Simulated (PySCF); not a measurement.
Compound: C2H9BO.
Numbering: `[BH3-:1][O+:2]([CH3:3])[CH3:4]` (hydrogens: H5, H6, H7 on B1; H8, H9, H10 on C3; H11, H12, H13 on C4)

Computed with core-valence-separated Tamm–Dancoff BHandHLYP/aug-pcX-1 (pcseg-1 on H) in PySCF, non-relativistic, gas phase, PBE0-D3(BJ)/def2-SVP geometry. No shift to experiment was applied.

List the carbon K-edge absorption lines.

```tsv
E (eV)	f	core hole on	main final orbital
286.57	0.1062	C3/C4	spread (2 roots, f summed)
287.34	0.0073	C3/C4	LUMO (2 roots, f summed)
288.01	0.0738	C3/C4	LUMO+4 (2 roots, f summed)
288.21	0.0706	C3/C4	spread (2 roots, f summed)
288.95	0.0065	C3/C4	LUMO+1 (2 roots, f summed)
```

The first line with a tenth or more of the strongest one's intensity is at 286.57 eV (f = 0.106, sum of 2), with the hole on C3/C4 (O-methyl carbon). It is also the strongest listed.

Give energies, oscillator strengths and core holes at the O K edge.

```json
{"E (eV)": "534.80", "f": "0.0159", "core hole on": "O2", "main final orbital": "spread"}
{"E (eV)": "535.53", "f": "0.0437", "core hole on": "O2", "main final orbital": "LUMO+1 (40 %)"}
{"E (eV)": "535.79", "f": "0.0022", "core hole on": "O2", "main final orbital": "LUMO (78 %)"}
{"E (eV)": "536.90", "f": "0.0010", "core hole on": "O2", "main final orbital": "LUMO+2 (53 %)"}
{"E (eV)": "537.05", "f": "0.0019", "core hole on": "O2", "main final orbital": "LUMO+4 (74 %)"}
{"E (eV)": "537.15", "f": "0.0275", "core hole on": "O2", "main final orbital": "LUMO+1/LUMO+5 (2 roots, f summed)"}
```

The first line with a tenth or more of the strongest one's intensity is at 534.80 eV (f = 0.016), with the hole on O2 (oxygen bonded to B and 2 C). The strongest listed is at 535.53 eV (f = 0.044; O2).

What does the B 1s absorption edge look like?

```
E (eV)       f  core hole on  main final orbital
188.60  0.0541            B1       LUMO+4 (33 %)
189.73  0.0007            B1         LUMO (79 %)
190.14  0.0077            B1       LUMO+1 (79 %)
190.30  0.0105            B1       LUMO+3 (48 %)
190.37  0.0041            B1              spread
190.77  0.0137            B1       LUMO+6 (66 %)
190.82  0.0055            B1       LUMO+5 (49 %)
```

The first line with a tenth or more of the strongest one's intensity is at 188.60 eV (f = 0.054), with the hole on B1 (four-coordinate boron). It is also the strongest listed.

Roots within 0.03 eV whose holes lie on the same, on equivalent or on shared atoms are summed into one line, and the highest roots are left out, as the search may have cut off their partners. Final orbitals are the ground state's empty Kohn–Sham orbitals.

Only the lowest roots of each edge were sought.
